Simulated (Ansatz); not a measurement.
`C[SiH](F)[SiH3]` at its PBE0-D4/def2-TZVP geometry, where that method's forces vanish. Charge 0, multiplicity 1.

```xyz
11

C    -0.5689    1.6359   -0.0827
Si   -0.4581   -0.0460    0.7030
F    -1.9343   -0.6878    0.7586
Si    0.9389   -1.5031   -0.4924
H    -0.9293    1.5709   -1.1116
H     0.4171    2.1089   -0.0963
H    -1.2476    2.2806    0.4811
H     0.0100    0.0770    2.1114
H     0.4655   -1.6522   -1.8957
H     0.9896   -2.8462    0.1442
H     2.3171   -0.9380   -0.5196
```

Q: What forces (eV/Å) does r2SCAN-D4/def2-TZVPP give on these atoms in Ansatz 0.2.0? (Best estimate.)

A: Ansatz gave: 
```
C1   0.009 -0.008  0.006
Si2  0.039  0.002  0.016
F3  -0.043 -0.016 -0.001
Si4  0.008 -0.002  0.001
H5   0.009  0.012  0.019
H6  -0.030  0.008 -0.009
H7   0.015 -0.001 -0.016
H8  -0.002  0.003 -0.018
H9   0.012 -0.002  0.021
H10  0.003  0.020 -0.017
H11 -0.021 -0.017 -0.004
```
